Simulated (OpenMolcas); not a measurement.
## Computed transition rates of As+

```yaml
Program: OpenMolcas 26.06
Method: "SS-CASPT2, IPEA 0.25 Eh, imaginary shift 0.1 Eh (closed shells correlated: 3d 4s)"
Basis: ANO-R3 [7s6p5d3f2g]
Scalar_Hamiltonian: X2C, finite nucleus
Active_space: 2 electrons in 3 orbitals (4p)
State_averaging: 2S+1 = 3 even, 3 roots; 2S+1 = 1 even, 6 roots
Spin-orbit_coupling: RASSI with atomic mean-field integrals over the reference wave functions, term energies averaged over their components
```

Rates come from the transition moments of the reference wave functions (E1 and E2 in the length form). At fixed line strength A goes as λ^-3 for E1 and M1 and as λ^-5 for E2, so a rate at the computed wavelength can be rescaled to the measured one. Measured vacuum wavelengths follow from level energies in NIST Handbook of Basic Atomic Spectroscopic Data. Branching counts decays inside the model space alone, at computed energies, and the table is only a selection of the E2 and M1 lines, drawn from those between levels with measured partners whose computed energy lies within a factor of 1.5 of the measured one.

```json
{"Upper": "4s² 4p² ³P₁", "Lower": "4s² 4p² ³P₀", "Type": "M1", "λ computed (nm)": "10630", "λ measured (nm)": "9403", "A computed (s-1)": "1.49e-02", "A rescaled (s-1)": "2.15e-02", "Branching %": "100.0"}
{"Upper": "4s² 4p² ³P₂", "Lower": "4s² 4p² ³P₁", "Type": "M1", "λ computed (nm)": "7412", "λ measured (nm)": "6767", "A computed (s-1)": "3.27e-02", "A rescaled (s-1)": "4.30e-02", "Branching %": "99.9"}
{"Upper": "4s² 4p² ¹D₂", "Lower": "4s² 4p² ³P₂", "Type": "M1", "λ computed (nm)": "1287", "λ measured (nm)": "1324", "A computed (s-1)": "3.44e-01", "A rescaled (s-1)": "", "Branching %": "64.1"}
{"Upper": "4s² 4p² ¹D₂", "Lower": "4s² 4p² ³P₂", "Type": "E2", "λ computed (nm)": "1287", "λ measured (nm)": "1324", "A computed (s-1)": "2.93e-03", "A rescaled (s-1)": "", "Branching %": "0.5"}
{"Upper": "4s² 4p² ¹D₂", "Lower": "4s² 4p² ³P₁", "Type": "M1", "λ computed (nm)": "1096", "λ measured (nm)": "1107", "A computed (s-1)": "1.89e-01", "A rescaled (s-1)": "", "Branching %": "35.2"}
{"Upper": "4s² 4p² ¹S₀", "Lower": "4s² 4p² ¹D₂", "Type": "E2", "λ computed (nm)": "799.6", "λ measured (nm)": "799.8", "A computed (s-1)": "2.26e+00", "A rescaled (s-1)": "2.26e+00", "Branching %": "31.4"}
{"Upper": "4s² 4p² ¹S₀", "Lower": "4s² 4p² ³P₂", "Type": "E2", "λ computed (nm)": "493.2", "λ measured (nm)": "498.6", "A computed (s-1)": "2.12e-01", "A rescaled (s-1)": "", "Branching %": "2.9"}
{"Upper": "4s² 4p² ¹S₀", "Lower": "4s² 4p² ³P₁", "Type": "M1", "λ computed (nm)": "462.4", "λ measured (nm)": "464.4", "A computed (s-1)": "4.73e+00", "A rescaled (s-1)": "", "Branching %": "65.7"}
```

Spin-changing lines and M1 lines between different terms are not rescaled, since their strength hangs on the term gaps too.

The largest correction is for 4s² 4p² ³P₁ → 4s² 4p² ³P₀ (M1): 1.49e-02 × (10630 / 9403)^3 = 2.15e-02 s-1, a factor of 1.44.

No measured rate stands beside these. Rescaling mends the energy factor alone: line strengths can still be far off where a level mixes with configurations outside the active space, and weak or spin-changing lines hang on small mixing coefficients that depend on the term gaps too, so rescaling need not improve them.

Term energies are means over components that CASPT2 splits; among the terms shown or strongly mixed into the levels shown the widest spread is 98 cm-1 (4s² 4p² ¹D). With the s shell closed, the reference lacks s² → p² mixing. Computed and measured levels are paired by configuration, term and J; levels that our copy of the source lacks, or whose pairing is in doubt (as where it misses far off the trend of its configuration), stay unpaired. Levels of configurations outside the active space are missing.
